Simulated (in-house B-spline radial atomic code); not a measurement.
Atomic self-consistent-field run: Ti VI (Ti5+). Level of theory: non-relativistic LC-wPBE, spin-polarised, spherical fractional occupations, point nucleus; calculated with a radial B-spline atomic code at the basis-set limit.

Command:
```bash
python run_scf.py task.json out
```
Settings:
```
Z                22
configuration    [Ne] 3s2 3p5
hamiltonian      nr
method           lc_wpbe
spin_polarised   True
```

Output (hartree, bohr):
```
 radial grid: 44 intervals, B-splines of order 8, outer radius 12.1053 bohr

 iter        energy (Eh)    residual
    1        -837.701301    4.02e-01
    2        -841.669891    1.64e-01
    3        -841.969612    5.29e-02
    4        -842.007654    1.89e-02
    5        -842.012825    6.63e-03
    6        -842.013278    1.98e-04
    7        -842.013278    3.03e-05
    8        -842.013278    2.96e-06
    9        -842.013278    1.11e-07

 total energy                      -842.01328
 kinetic                             841.4107
 electron-nucleus                  -1945.2942
 Hartree                             301.2169
 exact exchange                       -3.5914
 exchange-correlation                -35.7553

 orbital      occ     eigenvalue          <r>       <r^2>       <1/r>     <1/r^3>       r_max
 1s up      1.000      -180.9852    0.0701659  0.00660723     21.5298           -     0.04612
 1s down    1.000      -180.9706    0.0701619  0.00660645     21.5307           -     0.04612
 2s up      1.000       -22.7413     0.327174    0.126482     4.49819           -       0.271
 2s down    1.000       -22.7295     0.327116    0.126406     4.49777           -      0.2711
 2p up      3.000       -19.5250     0.290441    0.103935     4.43359     258.369      0.2205
 2p down    3.000       -19.5075     0.290457    0.103919     4.43264     258.201      0.2206
 3s up      1.000        -5.1978     0.960486     1.05435     1.46292           -      0.8543
 3s down    1.000        -5.1227      0.96216     1.05864     1.46092           -      0.8545
 3p up      3.000        -4.2860     0.994721     1.14663     1.37091     35.3458      0.8683
 3p down    2.000        -4.0900     0.999618     1.15935     1.36536     35.0926      0.8697
```

Run time, properties included: 0.35 s on 1 thread of Arm Neoverse N1 (shared host).

Caution: exact exchange at fractional occupations of open shells leaves self-interaction of up to several eV.
